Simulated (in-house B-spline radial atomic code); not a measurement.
LC-wPBE excitations of Ti4+

Method: LC-wPBE. Computed with an all-electron radial atomic-structure program (B-spline basis): linear response of the closed shell [Ne] 3s2 3p6 with the functional's adiabatic kernel; scalar-relativistic (spin-free one-electron X2C), finite nucleus, no spin-orbit coupling, no double excitations, S, P, D and F terms only. Only terms of natural parity with L up to 3 were computed.

Command:
```bash
python run_td.py task.json out
```
Settings (radii: box in bohr, nucleus in fm):
```
Z                        22
electrons                18
configuration            [Ne] 3s2 3p6
hamiltonian              x2c
method                   lc_wpbe
box_radius               19.1
rms_radius               3.5921
intervals                72
```

Time taken, with all properties: 1.4 s on 1 thread of Arm Neoverse N1 (shared host).

The lowest states, in the order of their Tamm-Dancoff energies; the method's threshold (minus the highest occupied level) is 94.96 eV. Labels give the largest channel, * marks a mixed state, and oscillator strengths are full-response dipole values. Semilocal kernels can invert the small singlet-triplet splittings of Rydberg terms. Energies in eV:

| state | full response | Tamm-Dancoff | oscillator strength |
| --- | --- | --- | --- |
| 3p → 3d 3P | ? | ? | - |
| 3p → 3d 3F | 34.69 | 34.86 | - |
| 3p → 3d 1F | 38.05 | 38.06 | - |
| 3p → 3d 1P | ? | ? | ? |
| 3p → 4s 3P | 52.04 | 52.05 | - |
| 3p → 4s 1P | 52.78 | 52.97 | 0.103 |
| 3p → 4p 3S | 57.94 | 57.96 | - |
| 3p → 4p 3D | 58.45 | 58.46 | - |
| 3p → 4p 1D | 58.85 | 58.85 | - |
| 3s → 3d 3D | 60.61 | 60.66 | - |

Question: Where does 3p → 3d 1P lie?

Answer: At 48.81 eV in full response, 50.80 eV in Tamm-Dancoff, oscillator strength 4.31.

Question: Where does 3p → 3d 3P lie?

Answer: At 34.32 eV in full response, 34.44 eV in Tamm-Dancoff.

Question: How large is the singlet-triplet splitting of 3p → 3d (F terms) in Tamm-Dancoff?

Answer: 3.21 eV, from the unrounded values.

Question: What polarisabilities and dispersion coefficient does the method give?

Answer: Dipole 1.488 bohr³, quadrupole 1.96 bohr⁵, C6 3.233 hartree·bohr⁶ for two such species.
